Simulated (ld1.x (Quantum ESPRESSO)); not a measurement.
## LDA (PZ) RRKJ dataset for thulium (Tm), scalar-relativistic all-electron reference.

| Item | Value |
| --- | --- |
| Element | thulium |
| Generator | ld1.x (Quantum ESPRESSO) 7.5 |
| Type | norm-conserving RRKJ (Kleinman–Bylander form) |
| Functional | LDA (PZ) |
| Relativity | scalar-relativistic |
| Frozen core | [Kr] |
| Valence charge | 33 |
| Reference configuration | 4d10 4f13 5s2 5p6 5d0 6s0 6p0 (charge +2) |
| Partial waves | 5p (bound): rc 2.35 bohr; 4d (bound): rc 0.60 bohr; 4f (bound): rc 1.74 bohr; 5s (bound): rc 1.55 bohr |
| Local potential | the s channel |
| Core correction | none |

All-electron outer shells of the reference configuration (LDA (PZ), scalar-relativistic, ld1.x):

```json
{"shell": "4s", "level (eV)": "-456.31", "outermost node (bohr)": "0.26", "outermost maximum (bohr)": "0.46"}
{"shell": "4p", "level (eV)": "-340.18", "outermost node (bohr)": "0.26", "outermost maximum (bohr)": "0.49"}
{"shell": "4d", "level (eV)": "-185.99", "outermost node (bohr)": "0.24", "outermost maximum (bohr)": "0.50"}
{"shell": "5s", "level (eV)": "-68.28", "outermost node (bohr)": "0.59", "outermost maximum (bohr)": "1.10"}
{"shell": "5p", "level (eV)": "-41.72", "outermost node (bohr)": "0.64", "outermost maximum (bohr)": "1.26"}
{"shell": "4f", "level (eV)": "-17.87", "outermost node (bohr)": "–", "outermost maximum (bohr)": "0.50"}
{"shell": "6s", "level (eV)": "-15.08", "outermost node (bohr)": "1.47", "outermost maximum (bohr)": "2.87"}
{"shell": "5d", "level (eV)": "-13.62", "outermost node (bohr)": "0.72", "outermost maximum (bohr)": "1.87"}
{"shell": "6p", "level (eV)": "-10.22", "outermost node (bohr)": "1.77", "outermost maximum (bohr)": "3.59"}
```

Calculated quality:

| Quantity | Value |
| --- | --- |
| Ghost test | no extra level below or beside the all-electron valence levels (p, d, f, s tested) (spherical-Bessel basis up to 400 Ry, 20 bohr box) |
| Configuration tests | no test is counted, since the test run did not reproduce the reference configuration |

Generation and tests took about 6.5 s on one core of a shared server CPU.
